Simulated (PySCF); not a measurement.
## Structure revision by computed shifts

A compound C6H7FO gives the data below (simulated from a calculation) and was assigned the structure `C#C/C(C)=C(/F)OC`.

¹³C{¹H} NMR (computed): δ 155.6 (C), 148.5 (CH), 133.7 (CH), 121.2 (CH2), 84.2 (CH), 39.9 (CH2).

¹H NMR (500 MHz, computed): δ 6.37 (m, 1H), 6.33 (m, 1H), 5.38 (m, 1H), 5.37 (m, 1H), 4.94 (m, 1H), 3.40 (m, 1H), 2.71 (m, 1H).

Theoretical values (PySCF 2.14.0 with density-fitted response routines): GFN2-xTB structure, GIAO PBE0/pcSseg-1 shieldings. Non-relativistic Hamiltonian, no solvent, single conformer.

Scale: ¹H, ¹³C against TMS (reference shieldings calculated alike).

Task: Compare with the shifts computed for the proposed structure, pairing carbons in order of shift.

Result: Numbering as in the mapped SMILES `[CH:1]#[C:2]/[C:3]([CH3:4])=[C:5](/[F:6])[O:7][CH3:8]`. Hydrogens are named by the atom that carries them.

| atom | computed for proposal | given list | difference |
| --- | --- | --- | --- |
| C5 | 175.2 | 155.6 | +19.6 |
| C1 | 89.8 | 148.5 | -58.7 |
| C2 | 83.9 | 133.7 | -49.8 |
| C3 | 75.1 | 121.2 | -46.1 |
| C8 | 54.8 | 84.2 | -29.4 |
| C4 | 16.4 | 39.9 | -23.5 |

The rms difference is 40.5 ppm and the largest -58.7 ppm at C1 (terminal alkyne carbon). The carbon types in order of shift don't match either: C, CH, C, C, CH3, CH3 for the proposal against C, CH, CH, CH2, CH, CH2 in the data. The proposal doesn't fit.

Task: Which isomer fits?

Result: `C=C[C@@H]1CC(F)=CO1`.

- Carbon types of the structure: 1 × C, 3 × CH, 2 × CH2, which accounts for all hydrogens.
- δC 148.5: alkene CH; as expected for a trigonal carbon in a double bond.
- δC 133.7: alkene carbon bearing oxygen; an sp2 carbon of a C=C bond.
- δC 121.2: terminal =CH2 carbon; an sp2 carbon of a C=C bond.
- δC 84.2: allylic sp3 CH bonded to O; pulled downfield by the heteroatom.

The data come from this structure; uniqueness wasn't tested.

Splittings by ¹⁹F in the carbon and heteronuclear signals aren't shown, as no couplings were computed. Shifts are as computed. Against solution values, carbons near 30 ppm lie about +3 ppm off and those near 130 ppm about +5 ppm. Of 1211 compounds with measured shifts, 218 miss one by over three times the rms of a fit or turn the order of signals round; such compounds aren't used in these exercises. Multiplicities follow the n + 1 count of equivalent neighbours, as no J values were calculated; m marks all less simple cases, F and P coupling included.
